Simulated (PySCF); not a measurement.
# Substituent chemical shifts

Parent skeleton `[F:1][CH:2]([SiH3:3])[SiH2:4][Cl:5]`; one hydrogen on atom 4 is replaced by X. Hydrogens on one atom are averaged.

Calculated, not measured (PySCF): σ from GIAO-PBE0/pcSseg-1, structure optimised with GFN2-xTB. Equivalent nuclei averaged, a single conformation, isolated molecule, no relativistic terms.

References, each an isolated molecule treated in the same way: ¹⁹F (σref 170.95) against CFCl3; TMS for ¹³C (σref 186.93) and ²⁹Si (σref 349.16) and ¹H (σref 31.72); ³⁵Cl (σref 949.78) against HCl.

(1) Order these by the shift of Si3, most shielded first.
A. X = CF3
B. X = CH2CF3
C. X = cPr
D. X = F

(2) Order these by the shift of C2, most shielded first.
A. X = CH2CF3
B. X = allyl
C. X = isopropenyl

(3) Order these by the shift of H(Si4), most shielded first.
A. X = cPr
B. X = allyl
C. X = F
D. X = CF3
E. X = isopropenyl

Answers

(1) B (-78.9 ppm), D (-77.3 ppm), C (-75.5 ppm), A (-72.5 ppm).

(2) B (83.0 ppm), A (85.7 ppm), C (87.4 ppm).

(3) A (4.69 ppm), B (5.03 ppm), D (5.30 ppm), E (5.42 ppm), C (5.74 ppm).

Unscaled 19F shifts against computed CFCl3 carry errors that often reach 10 to 50 ppm.
